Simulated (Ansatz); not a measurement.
What each rung costs, and what it gives

Saddle point of Si2AsNH10, singlet (Si₂NH₇ ([NH2][SiH2][SiH3]) + AsH₃ → Si₂AsH₇ ([SiH3][SiH2][AsH2]) + NH₃; bonds formed: Si1–As7, N2–H6; bonds broken: Si1–N2, H6–As7), PBE0-D4/def2-TZVP structure:

Si1  (-0.360, -0.910, 0.803)
N2  (1.141, 0.145, 1.126)
H3  (0.136, -2.140, 0.151)
H4  (-0.686, -1.249, 2.226)
Si5  (-2.017, 0.308, -0.280)
H6  (1.317, 0.415, 0.074)
As7  (0.893, 0.211, -2.052)
H8  (0.969, 0.960, 1.711)
H9  (1.935, -0.370, 1.500)
H10  (-3.264, 0.264, 0.546)
H11  (-1.601, 1.731, -0.371)
H12  (-2.306, -0.284, -1.604)
H13  (2.182, -0.606, -1.940)
H14  (1.661, 1.526, -1.890)
(Å)

Barriers are electronic and count from the start structure reached by relaxing down the imaginary mode.

Program: Ansatz 0.2.0. Basis: as named in each row. Cores are frozen in the correlated methods. Filled d shells of the heavier atoms are correlated. The def2 sets are not built for correlating such inner shells, so the correlated values are less sure here. B3LYP uses VWN-RPA correlation. Extrapolation: Hartree–Fock as exp(−7.88 √X), correlation as X^−2.97.

Times are rough, for one single point on 8 threads of a shared host (Arm Neoverse V1).

The estimate by CCSD(T) at an estimated basis limit (MP2 extrapolated from triple and quadruple zeta, plus CCSD(T) − MP2 in triple zeta) is 1.279 eV.

```tsv
method	basis	time (s)	barrier (eV)	method less estimate
HF	STO-3G	under 1	2.948	1.668
PBE-D4	STO-3G	under 1	1.866	0.586
SPW92	def2-SVP	under 1	0.705	-0.575
B3LYP-D4	6-31G	under 1	0.911	-0.369
PBE-D4	def2-SVP	under 1	0.968	-0.311
PBE0-D4	def2-SVP	1	1.091	-0.188
SPW92	def2-TZVPP	1	0.754	-0.525
PBE-D4	def2-TZVPP	2	0.995	-0.285
BLYP-D4	def2-TZVPP	2	1.182	-0.097
BHLYP-D4	def2-TZVPP	3	1.408	0.129
B3LYP-D4	def2-TZVPP	3	1.276	-0.003
PBE0-D4	def2-TZVPP	3	1.117	-0.163
CAM-B3LYP-D4	def2-TZVPP	3	1.401	0.121
r2SCAN-D4	def2-TZVPP	4	1.160	-0.119
r2SCAN0-D4	def2-TZVPP	4	1.215	-0.064
wB97M-V	def2-SVP	5	1.249	-0.030
B2PLYP	def2-TZVPP	6	1.371	0.091
RPA on PBE	def2-TZVPP	6	1.464	0.184
PBE-QIDH	def2-TZVPP	6	1.244	-0.035
wB97X-V	def2-TZVPP	7	1.403	0.124
CCSD(T)	def2-SVP	8	1.460	0.181
B97M-V	def2-TZVPP	8	1.410	0.131
wB97M-V	def2-TZVPP	8	1.293	0.013
MP2	def2-QZVPP	26	1.241	-0.038
CCSD(T)	def2-TZVPP	270	1.380	0.101
```

All methods are single points on the PBE0-D4 structures.

T1 diagnostic: at most 0.014.

Labels in which every atom is bracketed show which atoms are joined, not bond orders.
